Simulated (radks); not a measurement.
Question: Successive ionisation energies (eV) of one element, from differences of total energies of ions in their ground configurations, starting at charge 0: 5.719, 15.307, 28.979, 42.068, 56.280, 71.443, 87.414, 150.12, 169.71, 189.40, 216.11, 237.56, 259.05, 313.70, 339.71, 603.52, 657.53, 712.94, 769.66, 827.57, 904.76, 967.28. Calculated with a radial shooting solver on a logarithmic mesh with Libxc functionals: scalar-relativistic Kohn-Sham, exchange-only LDA, spin-polarised, spherical densities, point nucleus; open shells are filled with parallel spins first (spin-orbit coupling, left out, can overturn this in heavy ions). Which element is it?

Answer: Technetium (Z = 43). The first species listed is Tc in [Kr] 4d5 5s2, the last Tc21+ in [Ar] 3d4.
